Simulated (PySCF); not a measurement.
TaH₅, SMILES [TaH5] (connectivity only; charge and spin as stated), neutral, multiplicity 1.

Coordinates come from a PBE0-D3(BJ)/def2-TZVPD optimisation. The multiplicity is an assumed one; other spin states were not compared. The def2 effective core potentials stand for the cores of Ta; spin–orbit coupling is left out.

These are PySCF with ωB97X/def2-TZVPD values and carry that method's errors.

The molecule is in vacuum.

- total energy = -59.90769 hartree
- point group = C4v
- highest occupied level = -11.22 eV
- lowest empty level = -0.67 eV
- orbital gap = 10.55 eV
- dipole moment = 0.377 e·Å
- quadrupole, principal values (traceless, Buckingham form, about the centre of nuclear charge) = -1.73, 0.87, 0.87 D·Å
- mean static polarisability = 51.5 bohr³ (7.63 Å³)
- polarisability, principal values = 49.7, 52.4, 52.4 bohr³
